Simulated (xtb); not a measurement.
H₅GeSi (SMILES [SiH3][GeH2]), doublet, geometry from GFN2-xTB. Base run: GFN0-xTB (xtb).

Input for xtb:
```
$ xtb mol.xyz --gfn 0 --uhf 1 --json

# file mol.xyz
7

Si    -1.54892639    -0.09194217     0.27867756
Ge     0.78199144     0.05566743    -0.19621592
H     -2.12792534    -1.10565042    -0.60367109
H     -2.15100443     1.20907190    -0.01374444
H     -1.85259815    -0.44954338     1.66619045
H      1.43037867    -1.20061145     0.47032318
H      1.36239242     1.05256596     0.85832548
```

Each row names what was changed in the base input (with any setting that the change needs).

```
change      ΔE vs base (mEh)
----------  ----------------
base                   0.000
acc = 1000             0.000
acc = 30               0.000
```
